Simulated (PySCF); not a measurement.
Si(H)(Cl)(Br)(NH2), H3BrClNSi, SMILES N[SiH](Br)Cl (PBE0/def2-SVP optimised geometry):

```
7

Si    -0.846    -0.692     0.000
N     -1.358    -1.506     1.407
Cl    -1.453    -1.561    -1.782
Br     1.371    -0.692     0.000
H     -1.371     0.692     0.000
H     -2.324    -1.439     1.710
H     -0.933    -2.385     1.681
```

Method: PBE0/def2-TZVP (PySCF).

Q: What are the frontier orbital energies and the dipole moment?

A: HOMO-2 -8.76 eV, HOMO-1 -8.65 eV, HOMO -8.13 eV, LUMO 0.07 eV, LUMO+1 0.45 eV; dipole moment 2.39 D.

On the same geometry PBE/def2-TZVP in PySCF gives HOMO-2 -7.43 eV, HOMO-1 -7.33 eV, HOMO -6.70 eV, LUMO -0.87 eV, LUMO+1 -0.40 eV; dipole moment 2.35 D.

Meta-Löwdin charges at PBE0/def2-TZVP: Si1 0.89, N2 -0.73, Cl3 -0.31, Br4 -0.26, H5 -0.09, H6 0.25, H7 0.25.
